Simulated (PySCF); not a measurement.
Compound: C₃F₆O.
SMILES: `O=C(C(F)(F)F)C(F)(F)F`

Method used: TDDFT CAM-B3LYP/def2-SVPD, vertical, gas phase, core orbitals frozen in the response in PySCF 2.14.0, density-fitted response routines. Geometry: GFN2-xTB; no solvent, vibrations or thermal averaging. Torsions of this conformer, `[O:1]=[C:2]([C:3]([F:4])([F:5])[F:6])[C:7]([F:8])([F:9])[F:10]`: O1–C2–C3–F4 -19°, O1–C2–C7–F8 100°.

```csv
state,E (eV),λ (nm),ν̃ (cm⁻¹),f,|μ| (D),symmetry,"main configurations (H = HOMO, L = LUMO)"
S1,4.14,299.3,33420,0.0000,0.00,–,H→L (97%)
S2,8.36,148.3,67440,0.0002,0.09,–,"H-4→L (39%), H-3→L (28%), H-7→L (24%)"
S3,8.66,143.2,69850,0.0015,0.21,–,"H-6→L (76%), H-14→L (13%), H-5→L (8%)"
S4,8.95,138.6,72150,0.0023,0.26,A,H-1→L (93%)
S5,8.98,138.0,72450,0.0037,0.33,B,H-2→L (99%)
S6,9.08,136.6,73220,0.0022,0.25,B,"H→L+1 (75%), H→L+3 (19%)"
S7,9.28,133.6,74830,0.118,1.83,A,"H-3→L (60%), H-4→L (22%)"
S8,9.39,132.0,75750,0.0080,0.48,A,"H-7→L (65%), H-4→L (32%)"
```

Triplets, Tamm–Dancoff:

```csv
state,E (eV),λ (nm),"main configurations (H = HOMO, L = LUMO)"
T1,3.49,355.2,H→L (96%)
T2,5.92,209.4,"H-3→L (50%), H-4→L (24%), H-9→L (17%)"
T3,7.70,161.0,"H-6→L (67%), H-14→L (24%)"
```

The lowest singlet comes at 299 nm (400 kJ/mol) in the ultraviolet; it is dark (f under 0.0005); its leading configuration is HOMO→LUMO (97%). The most intense listed level is S7 at 9.28 eV (134 nm, f = 0.118), 5.13 eV above S1. S1 has the pattern of n→π* at C=O. Orbital energies (eV): HOMO-3 -14.47, HOMO-2 -14.45, HOMO-1 -14.40, HOMO -11.14, LUMO -1.95, LUMO+1 1.11, LUMO+2 1.96. Of the 8 states listed, 1 reaches f = 0.01 and 2 stay under 0.0005. The listed states span 5.25 eV, and the widest gap between neighbours is 4.22 eV (S1 to S2). Symmetry labels in C2 follow from the direction of the transition dipole and are given only for states with f of 0.002 or more. The window holds the lowest 8 singlets.

The run took 53 s of wall time on an Arm Neoverse V1 with one thread, shared host.
